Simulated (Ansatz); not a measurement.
Two structures of BH6ClO2, singlet, reached by relaxing down either side of one saddle point (PBE0-D4/def2-TZVP). Energies are electronic, without zero-point energy. Program: Ansatz 0.2.0. Basis: def2-TZVPP and def2-QZVPP. Cores are frozen in the correlated methods. Extrapolation: Hartree–Fock as exp(−7.88 √X), correlation as X^−2.97. First:

| atom | x (Å) | y (Å) | z (Å) |
| --- | --- | --- | --- |
| B1 | -1.1155 | -0.0247 | -0.7924 |
| Cl2 | 0.3090 | -0.9889 | -1.5754 |
| H3 | -2.1455 | -0.6166 | -0.9472 |
| H4 | -1.0638 | 1.1247 | -1.1209 |
| H5 | 0.1223 | 0.2627 | 0.9226 |
| O6 | -0.8337 | -0.0311 | 0.7653 |
| H7 | 1.6694 | 0.2316 | -0.2109 |
| O8 | 1.6258 | 0.6519 | 0.6687 |
| H9 | -0.9347 | -0.9250 | 1.1119 |
| H10 | 2.3666 | 0.3151 | 1.1782 |

Second:

```xyz
10
angstrom
B -1.4994 0.1224 -0.4661
Cl 1.1207 -0.9795 -1.7647
H -2.2106 -0.6799 -0.9972
H -1.2041 1.1690 -0.9556
H 0.7486 0.5569 0.9931
O -1.0495 -0.1000 0.8024
H 1.5086 -0.2246 -0.7479
O 1.6472 0.7046 0.6557
H -1.3134 -0.9561 1.1496
H 2.2519 0.3872 1.3305
```

Problem. Which bonds change from the first to the second?

Solution. BH₂Cl ([BH2][Cl]) + H₂O + H₂O → BH₃O ([BH2][OH]) + HCl + H₂O; bonds formed: Cl2–H7, H5–O8; dative contacts that become bonds: B1–O6; bonds broken: B1–Cl2, H5–O6, H7–O8.

Problem. Give the saddle point's structure and its height above each. (To be estimated.)

Solution. By the calculation: 0.582 eV above the first and 0.347 eV above the second (CCSD(T) at an estimated basis limit (MP2 extrapolated from triple and quadruple zeta, plus CCSD(T) − MP2 in triple zeta)).
B1  (-1.199, 0.029, -0.602)
Cl2  (0.678, -0.784, -1.566)
H3  (-1.977, -0.789, -0.997)
H4  (-1.138, 1.121, -1.080)
H5  (0.587, 0.470, 0.936)
O6  (-0.884, 0.003, 0.792)
H7  (1.362, 0.013, -0.442)
O8  (1.539, 0.625, 0.599)
H9  (-1.122, -0.838, 1.190)
H10  (2.155, 0.152, 1.169)
(Å)

The T1 diagnostic stays at or below 0.012.

The step is the kind of ligand exchange by which a precursor binds to a hydroxyl group, or is hydrolysed, in atomic layer deposition of oxides.

Labels in which every atom is bracketed show which atoms are joined, not bond orders.

For scale, one of the runs: CCSD(T)/def2-TZVPP, 219 basis functions, launched by `ansatz run in.yaml --threads 4 --pin off --events-out ev --progress --plain --max-ram 9574MiB`. The run took 77 s on 4 CPU threads of an Arm Neoverse V1 (shared host), with 3.4 GiB of host memory at its peak.
